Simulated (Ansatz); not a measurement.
Computed with Ansatz on PBE0-D4/def2-TZVP structures; ΔE is electronic, products minus reactants. CCSD(T)/CBS adds triple-zeta CCSD(T) − MP2 to the extrapolated MP2 energy (def2 sets, frozen cores). This one scheme is used for every species. DFT in def2-TZVPP. B3LYP here is the variant with VWN-RPA as its local correlation; programs differ in this. One conformer a species, not always the lowest.

`BS[SiH2][SiH2][SiH3]` + CH₄ → `BS[SiH2][SiH2]C` + SiH₄  (formal exchange of groups at the Si–Si bond)

`BS[SiH2][SiH2][SiH3]`:

Z-matrix (Å, degrees):
```
Si
S 1 2.164
Si 1 2.337 2 109.0
H 1 1.487 2 106.3 3 120.1
H 1 1.485 2 109.0 3 -122.5
B 2 1.773 1 100.0 3 73.4
Si 3 2.339 1 111.6 2 -54.4
H 3 1.491 1 109.6 2 -176.3
H 3 1.490 1 108.0 2 65.9
H 6 1.195 2 121.4 1 2.1
H 6 1.192 2 117.0 1 -178.8
H 7 1.487 3 110.2 1 58.6
H 7 1.488 3 109.7 1 178.1
H 7 1.486 3 110.3 1 -61.9
```

CH₄:

Z-matrix (Å, degrees):
```
C
H 1 1.090
H 1 1.090 2 109.5
H 1 1.090 2 109.5 3 -120.0
H 1 1.090 2 109.5 3 120.0
```

`BS[SiH2][SiH2]C`:

```xyz
14

B    -2.369    0.988   -0.999
S    -1.979    0.923    0.729
Si   -0.924   -0.970    0.831
Si    1.124   -0.761   -0.280
C     2.091    0.679    0.429
H    -2.968    1.947   -1.379
H    -2.049    0.112   -1.744
H    -0.727   -1.231    2.284
H    -1.795   -2.038    0.274
H     1.887   -2.034   -0.143
H     0.843   -0.545   -1.726
H     3.033    0.813   -0.107
H     2.319    0.513    1.484
H     1.515    1.603    0.347
```

SiH₄:

```xyz
5

Si    0.000    0.000    0.000
H     0.393   -0.155    1.423
H     1.199   -0.146   -0.863
H    -0.597    1.344   -0.205
H    -0.995   -1.043   -0.355
```

Task: Is it downhill or uphill in electronic energy at CCSD(T)/CBS, and by how much? (An estimate is asked.)

Result: Ansatz gave: Uphill: ΔE = +18.0 kJ/mol.

Task: What do these levels give: PBE-D4, PBE0-D4, B3LYP-D4, PBE, r2SCAN, B3LYP, MP2/def2-TZVPP, SCS-MP2/def2-TZVPP, CCSD(T)/def2-TZVPP, HF/def2-QZVPP, MP2/CBS(def2), CCSD/CBS(def2)? (An estimate is asked.)

Result: Computed: PBE-D4 29.3, PBE0-D4 26.4, B3LYP-D4 19.2, PBE 25.6, r2SCAN 21.6, B3LYP 13.0, MP2/def2-TZVPP 12.5, SCS-MP2/def2-TZVPP 9.3, CCSD(T)/def2-TZVPP 16.6, HF/def2-QZVPP 1.8, MP2/CBS(def2) 13.9, CCSD/CBS(def2) 15.6 kJ/mol.

Largest T1 diagnostic among the species: 0.015.

In def2-TZVPP, CCSD(T) changes the Hartree–Fock value by +14.2 kJ/mol (the triples alone add +2.4 kJ/mol) and MP2 by +10.2 kJ/mol. The D4 term adds +6.2 kJ/mol with B3LYP and +3.6 kJ/mol with PBE0; it sums over pairs of atoms, weighted by their polarisabilities, and B3LYP, whose exchange is more repulsive, gets the larger term.
